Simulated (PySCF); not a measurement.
antimony atom (Sb), quartet (core potentials on Sb); CASSCF(5,6)/def2-SVP in PySCF.

Here is a job for PySCF.
```python
from pyscf import gto, scf, mcscf
import numpy

mol = gto.Mole()
mol.atom = '''
    Sb    0.000000    0.000000    0.000000
'''
mol.basis = 'def2-svp'
mol.ecp = {'Sb': 'def2-svp'}
mol.charge = 0
mol.spin = 3
mol.verbose = 4
mol.build()

mf = scf.ROHF(mol)
mf.kernel()
mc = mcscf.CASSCF(mf, 6, 5)
mc.fix_spin_(ss=3.75)
mc.kernel()
occ = numpy.linalg.eigvalsh(mc.fcisolver.make_rdm1(mc.ci, mc.ncas, mc.nelecas))[::-1]
ss = mc.fcisolver.spin_square(mc.ci, mc.ncas, mc.nelecas)[0]
print('natural occupations', occ.round(4), ' <S^2>', round(ss, 4))
```

Output, abridged:

```
PySCF version 2.14.0

[INPUT] verbose = 4
[INPUT] num. atoms = 1
[INPUT] num. electrons = 23
[INPUT] charge = 0
[INPUT] spin (= nelec alpha-beta = 2S) = 3
[INPUT] symmetry False subgroup None
[INPUT] Mole.unit = angstrom
[INPUT] Symbol           X                Y                Z      unit          X                Y                Z       unit  Magmom
[INPUT]  1 Sb     0.000000000000   0.000000000000   0.000000000000 AA    0.000000000000   0.000000000000   0.000000000000 Bohr   0.0

nuclear repulsion = 0
number of shells = 10
number of NR pGTOs = 61
number of NR cGTOs = 26
basis = def2-svp
ecp = {'Sb': 'def2-svp'}

******** <class 'pyscf.scf.rohf.ROHF'> ********
method = ROHF
initial guess = minao
damping factor = 0
level_shift factor = 0
DIIS = <class 'pyscf.scf.diis.CDIIS'>
diis_start_cycle = 1
diis_space = 8
diis_damp = 0
SCF conv_tol = 1e-09
SCF conv_tol_grad = None
SCF max_cycles = 50
direct_scf = True
direct_scf_tol = 1e-13
num. doubly occ = 10  num. singly occ = 3
Set gradient conv threshold to 3.16228e-05
init E= -213.309652752471
  HOMO = -0.806800211566389  LUMO = -0.193883556187831  gap/eV = 16.67831
cycle= 1 E= -238.901894913211  delta_E= -25.6  |g|= 1.24  |ddm|= 6.35
  HOMO = -0.004303605750344  LUMO = 0.398541639497232  gap/eV = 10.96198
cycle= 2 E= -239.24199650012  delta_E= -0.34  |g|= 0.402  |ddm|= 2.27
  HOMO = -0.142491612500982  LUMO = 0.310852420037783  gap/eV = 12.33612
cycle= 3 E= -239.271563086673  delta_E= -0.0296  |g|= 0.0187  |ddm|= 0.394
  HOMO = -0.142498240865722  LUMO = 0.317357224883623  gap/eV = 12.51330
cycle= 4 E= -239.271777425206  delta_E= -0.000214  |g|= 0.00426  |ddm|= 0.0582
  HOMO = -0.140753365239901  LUMO = 0.31927927255354  gap/eV = 12.51813
cycle= 5 E= -239.271790204819  delta_E= -1.28e-05  |g|= 0.0006  |ddm|= 0.0198
  HOMO = -0.141198634447291  LUMO = 0.318992943653124  gap/eV = 12.52245
cycle= 6 E= -239.271790281019  delta_E= -7.62e-08  |g|= 5.36e-05  |ddm|= 0.00035
  HOMO = -0.141221544059293  LUMO = 0.318982816120195  gap/eV = 12.52280
cycle= 7 E= -239.271790281782  delta_E= -7.63e-10  |g|= 7.37e-07  |ddm|= 0.000116
  HOMO = -0.14122140626736  LUMO = 0.318983131966473  gap/eV = 12.52280
Extra cycle  E= -239.271790281782  delta_E= -4.55e-13  |g|= 1.64e-07  |ddm|= 2.13e-06
converged SCF energy = -239.271790281782

******** <class 'pyscf.mcscf.mc1step.CASSCF'> ********
CAS (4e+1e, 6o), ncore = 9, nvir = 11
max_cycle_macro = 50
max_cycle_micro = 4
conv_tol = 1e-07
conv_tol_grad = None
orbital rotation max_stepsize = 0.02
orbital rotation threshold for CI restart = 0.01
augmented hessian ah_max_cycle = 30
augmented hessian ah_conv_tol = 1e-12
augmented hessian ah_linear dependence = 1e-14
augmented hessian ah_level shift = 1e-08
augmented hessian ah_start_tol = 2.5
augmented hessian ah_start_cycle = 3
augmented hessian ah_grad_trust_region = 3
kf_trust_region = 3
kf_interval = 4
ci_response_space = 4
ci_grad_trust_region = 3
with_dep4 0
natorb = False
canonicalization = True
sorting_mo_energy = False
ao2mo_level = 2
internal_rotation = False
******** <class 'pyscf.fci.addons.SpinPenaltyFCISolver'> ********
max. cycles = 50
conv_tol = 1e-08
davidson only = True
linear dependence = 1e-12
level shift = 0.001
max iter space = 12
nroots = 1
pspace_size = 400
spin = None
CASCI E = -239.275911977534  S^2 = 3.7500000
Set conv_tol_grad to 0.000316228
macro iter   1 ( 20 JK    4 micro), CASSCF E = -239.277823606864  dE = -1.91162933e-03  S^2 = 3.7500000
               |grad[o]|=0.00311  |grad[c]|=0.0112  |ddm|=0.00764  |maxRot[o]|= 0.29
macro iter   2 ( 21 JK    4 micro), CASSCF E = -239.280947423946  dE = -3.12381708e-03  S^2 = 3.7500000
               |grad[o]|=0.00448  |grad[c]|=0.00773  |ddm|=0.00695  |maxRot[o]|=0.307
macro iter   3 ( 21 JK    4 micro), CASSCF E = -239.282588582450  dE = -1.64115850e-03  S^2 = 3.7500000
               |grad[o]|=0.00333  |grad[c]|=0.00611  |ddm|=0.00288  |maxRot[o]|=0.307
macro iter   4 (  7 JK    2 micro), CASSCF E = -239.282629248019  dE = -4.06655690e-05  S^2 = 3.7500000
               |grad[o]|=0.000781  |grad[c]|=0.00095  |ddm|=0.00115  |maxRot[o]|=0.0531
macro iter   5 (  3 JK    1 micro), CASSCF E = -239.282629438916  dE = -1.90897680e-07  S^2 = 3.7500000
               |grad[o]|=6.02e-05  |grad[c]|=0.000215  |ddm|=6.68e-05  |maxRot[o]|=0.00306
macro iter   6 (  1 JK    1 micro), CASSCF E = -239.282629438933  dE = -1.69393388e-11  S^2 = 3.7500000
               |grad[o]|=1.6e-05  |grad[c]|=4.7e-06  |ddm|=1.31e-06  |maxRot[o]|=    0
1-step CASSCF converged in   6 macro ( 73 JK  16 micro) steps
CASSCF canonicalization
Density matrix diagonal elements [1.98674518 1.00003809 1.0002594  1.00000337 0.01092288 0.00203109]
CASSCF energy = -239.282629438933
CASCI E = -239.282629438933  E(CI) = -5.36558189549041  S^2 = 3.7500000
natural occupations [1.9868 1.0003 1.     1.     0.0109 0.002 ]  <S^2> 3.75
```
